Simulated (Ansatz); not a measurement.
`N[SiH2][InH2]` + `C[S][AlH][OH]` → `C[S][AlH][O][InH2]` + `N[SiH3]`  (cleavage of the In–Si bond)

Calculated with Ansatz (gas phase, PBE0-D4/def2-TZVP geometries, no zero-point term in ΔE). CCSD(T)/CBS is the MP2 limit (def2-TZVPP, def2-QZVPP) plus CCSD(T) − MP2 in def2-TZVPP, frozen cores. This one scheme is used for every species. Functionals use def2-TZVPP. HSE06 is defined as in plane-wave codes. Elements past krypton have def2 core potentials. For In outer-core shells are correlated without core-valence functions, which leaves a few kJ/mol of doubt a bond. One conformer a species, not always the lowest.

```
             level  ΔE (kJ/mol)  difference from CCSD(T)/CBS
          HSE06-D4        -19.3                         20.9
          BHLYP-D4        -37.9                          2.3
              BLYP        -36.1                          4.1
            r2SCAN        -32.7                          7.5
             HSE06        -18.7                         21.5
           LC-ωPBE        -30.4                          9.8
       HF/def2-SVP        -51.4                        -11.2
     CCSD/def2-SVP        -51.1                        -10.9
    MP2/def2-QZVPP        -43.6                         -3.4
SCS-MP2/def2-QZVPP        -48.5                         -8.3
       CCSD(T)/CBS        -40.2                            0
```

Largest T1 diagnostic among the species: 0.015.

Leaving LDA and LC-ωPBE aside and taking each functional with its dispersion term where it has one, the values, not all of them listed here, spread over 21.8 kJ/mol, from B2PLYP to HSE06-D4. LDA lies +4.4 kJ/mol from PBE without D4. At CCSD(T), def2-SVP lies −12.0 kJ/mol from the extrapolated value and def2-TZVPP +0.9 kJ/mol.
